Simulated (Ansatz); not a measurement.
Reaction (formal hydrolysis of a Ga–O bond): `C[O][Ga]([Cl])[Cl]` + H₂O → `[OH][Ga]([Cl])[Cl]` + CH₃OH

Computed with Ansatz on PBE0-D4/def2-TZVP structures; ΔE is electronic, products minus reactants. CCSD(T)/CBS is the MP2 limit (def2-TZVPP, def2-QZVPP) plus CCSD(T) − MP2 in def2-TZVPP, frozen cores. This one scheme is used for every species. DFT in def2-TZVPP. For Ga outer-core shells are correlated without core-valence functions, which leaves a few kJ/mol of doubt a bond. Scalar relativity is left out up to krypton. One conformer a species, not always the lowest.

`C[O][Ga]([Cl])[Cl]`:

```xyz
8

C     0.560   -1.066   -0.527
O     0.100    0.244   -0.790
Ga   -0.622    1.282    0.431
Cl   -0.852    0.594    2.427
Cl   -1.255    3.216   -0.127
H     0.034   -1.769   -1.180
H     1.630   -1.123   -0.746
H     0.404   -1.378    0.511
```

H₂O:

Z-matrix (Å, degrees):
```
O
H 1 0.960
H 1 0.960 2 105.1
```

`[OH][Ga]([Cl])[Cl]`:

Cartesian coordinates in Å:
```
O -0.939 -0.568 -0.891
Ga 0.124 0.040 0.378
Cl -0.262 -0.511 2.377
Cl 1.763 1.304 -0.097
H -0.687 -0.265 -1.768
```

CH₃OH:

Z-matrix (Å, degrees):
```
C
O 1 1.409
H 1 1.097 2 112.4
H 1 1.090 2 107.0 3 -118.5
H 1 1.097 2 112.4 3 123.0
H 2 0.959 1 108.5 3 -61.6
```

Is it downhill or uphill in electronic energy at CCSD(T)/CBS, and by how much? (An estimate is asked.)

The calculation gave: Nearly level: ΔE = +1.0 kJ/mol.

What do these levels give: PBE-D4, revPBE-D4, BLYP-D4, r2SCAN-D4, B97M-V, revPBE, r2SCAN0, CAM-B3LYP, HF/def2-SVP, CCSD/def2-TZVPP, HF/def2-QZVPP, SCS-MP2/def2-QZVPP? (Best estimate.)

Ansatz gave: PBE-D4 -2.4, revPBE-D4 -1.4, BLYP-D4 -0.2, r2SCAN-D4 -3.1, B97M-V -3.3, revPBE -8.1, r2SCAN0 -4.7, CAM-B3LYP -6.1, HF/def2-SVP -6.7, CCSD/def2-TZVPP -2.0, HF/def2-QZVPP -8.0, SCS-MP2/def2-QZVPP -0.8 kJ/mol.

What do rigid-rotor, harmonic-oscillator terms from PBE0-D4/def2-TZVP frequencies (298.15 K, 1 bar) make of the CCSD(T)/CBS value? (An estimate is asked.)

Ansatz gave: ΔZPE = +4.7 kJ/mol, ΔH = +2.2 kJ/mol, ΔS = 5 J/(mol·K), ΔG = +0.6 kJ/mol.

Largest T1 diagnostic among the species: 0.013.

The D4 term adds +5.7 kJ/mol with B3LYP and +3.3 kJ/mol with PBE0; it sums over pairs of atoms, weighted by their polarisabilities, and B3LYP, whose exchange is more repulsive, gets the larger term. In def2-TZVPP, CCSD(T) changes the Hartree–Fock value by +7.8 kJ/mol (the triples alone add +1.3 kJ/mol) and MP2 by +8.7 kJ/mol.

B3LYP here is the variant with VWN-RPA as its local correlation; programs differ in this.
